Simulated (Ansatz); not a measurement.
Basis-set extrapolation for `BO[SiH](F)C=C` (PBE0-D4/def2-TZVP geometry, frozen core, Ansatz). Multiplicity 1, RHF reference.

|  | def2-TZVPP | def2-QZVPP |
| --- | --- | --- |
| HF | -567.424171 | -567.447305 |
| MP2 correlation | -1.017018 | -1.096939 |
| CCSD(T) correlation | -1.098039 | not run |

Energies in hartree. Use E(X) = E(∞) + A·exp(−7.88·√X) for Hartree–Fock and E(X) = E(∞) + B·X^(−2.97) for correlation, with X = 3 and 4, and add CCSD(T) minus MP2 of the smaller set to the MP2 limit.

Task: What is the CCSD(T) energy at the basis-set limit?

Result: HF limit: -567.447305 + (-0.023134) × 0.13774 = -567.45049. MP2 limit: -1.096939 + (-0.079921) × 0.74074 = -1.15614. Higher-order term: -1.098039 − (-1.017018) = -0.08102. Total: -568.68765 hartree, 434.4 kJ/mol below CCSD(T)/def2-TZVPP.
